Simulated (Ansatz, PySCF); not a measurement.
Si(F)(Cl)(OMe)(NH2) (CH₅ClFNOSi), SMILES F[Si](OC)(N)Cl. Atoms are numbered in the order given.

```xyz
11

C     -1.9817    -0.3923    -1.3297
O     -1.1869     0.6035    -0.7161
Si     0.2866     0.3432    -0.0518
N      1.4042    -0.2266    -1.2007
F      0.6756     1.7623     0.6130
Cl     0.2177    -1.0433     1.4730
H     -1.4209    -0.9339    -2.1116
H     -2.3407    -1.1269    -0.5880
H     -2.8532     0.0946    -1.7917
H      2.2134    -0.7680    -0.9157
H      1.5728     0.2928    -2.0569
```

The structure is a stationary point at B3LYP-D3(BJ)/def2-SVP. This is a generated structure with no PubChem entry under its InChIKey; it may be hypothetical. One conformer was computed; it need not be the lowest.

Two levels are set side by side: PBE-D3(BJ)/def2-SVP (Ansatz, a program for electronic structure) and B3LYP-D3(BJ)/def2-SVP (Ansatz). Each level has its own optimised geometry; the coordinates shown are those of the second. Frequencies come from the Hessian of PySCF at each geometry. Differences are taken from unrounded values.

```tsv
quantity	B3LYP-D3(BJ)	PBE-D3(BJ)	PBE-D3(BJ) minus B3LYP-D3(BJ)
mean bond length (Å)	1.377	1.386	0.009
bond C1–O2 (Å)	1.414	1.420	0.005
bond O2–Si3 (Å)	1.637	1.652	0.015
bond Si3–N4 (Å)	1.701	1.712	0.011
bond Si3–F5 (Å)	1.615	1.627	0.012
bond Si3–Cl6 (Å)	2.062	2.067	0.005
bond C1–H7 (Å)	1.104	1.113	0.009
bond C1–H8 (Å)	1.104	1.113	0.009
bond C1–H9 (Å)	1.100	1.108	0.008
bond N4–H10 (Å)	1.014	1.022	0.007
bond N4–H11 (Å)	1.016	1.023	0.007
highest harmonic wavenumber (cm⁻¹)	3675	3601	-74
mean harmonic wavenumber (cm⁻¹)	1198	1167	-31
zero-point energy (kcal/mol)	46.23	45.03	-1.20
```

GGA bonds tend to be longer and softer than those of functionals with exact exchange. Differences between two approximate levels are no errors against the true value.
